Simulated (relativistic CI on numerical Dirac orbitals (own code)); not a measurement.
**Radial parameters of Tm28+**

These numbers are calculated, not measured: Dirac-Coulomb-Breit CI, KLI orbitals optimised for each configuration, model QED, unscaled Slater integrals (own radial code, finite nucleus).

Slater integrals F^k, G^k are unscaled and averaged over j, outside the closed core [Ar] 3d10; ζ comes from projecting the Hamiltonian with its Breit term on Σ l·s of the shell.

- 4s²4p⁶4d⁵: F^2(4d,4d) = 208050, F^4(4d,4d) = 141490, ζ(4d) = 38093 cm⁻¹; <r>(4d) = 0.4842, <r^2>(4d) = 0.268 (bohr units).
- 4s²4p⁵4d⁶: ζ(4p) = 313210, F^2(4d,4d) = 208000, F^4(4d,4d) = 141450, F^2(4p,4d) = 210460, G^1(4p,4d) = 262810, G^3(4p,4d) = 167830, ζ(4d) = 37941 cm⁻¹; <r>(4p) = 0.4769, <r^2>(4p) = 0.2572, <r>(4d) = 0.4843, <r^2>(4d) = 0.268 (bohr units).
- 4s²4p⁶4d⁴4f: F^2(4d,4d) = 207940, F^4(4d,4d) = 141410, ζ(4d) = 38068, F^2(4d,4f) = 207940, F^4(4d,4f) = 135820, G^1(4d,4f) = 220090, G^3(4d,4f) = 150190, G^5(4d,4f) = 109910, ζ(4f) = 5852 cm⁻¹; <r>(4d) = 0.4846, <r^2>(4d) = 0.2683, <r>(4f) = 0.465, <r^2>(4f) = 0.2462 (bohr units).

Task: Give the Racah parameters of the d shell in 4s²4p⁶4d⁵.

Result: B = F²/49 − 5F⁴/441 = 2642 cm⁻¹ and C = 35F⁴/441 = 11229 cm⁻¹.

Averages of the first 9 configurations, taken without configuration mixing, which lowers the lowest level and can move excited configurations by several eV; other configurations of the list can lie among them:

```csv
Configuration,Parity,States,Average energy above the lowest level (eV)
4s²4p⁶4d⁵,even,252,27.6
4s²4p⁵4d⁶,odd,1260,203.5
4s²4p⁶4d⁴4f,odd,2940,206.7
4s4p⁶4d⁵4f,odd,7056,515.2
4p⁶4d⁷,even,120,652.4
4p⁵4d⁸,odd,270,825.4
4s²4p⁶4d³5s²,even,120,694.5
4s²4p⁶4d²4f5s²,odd,630,873.7
4s4p⁶4d³4f5s²,odd,3360,1183.0
```
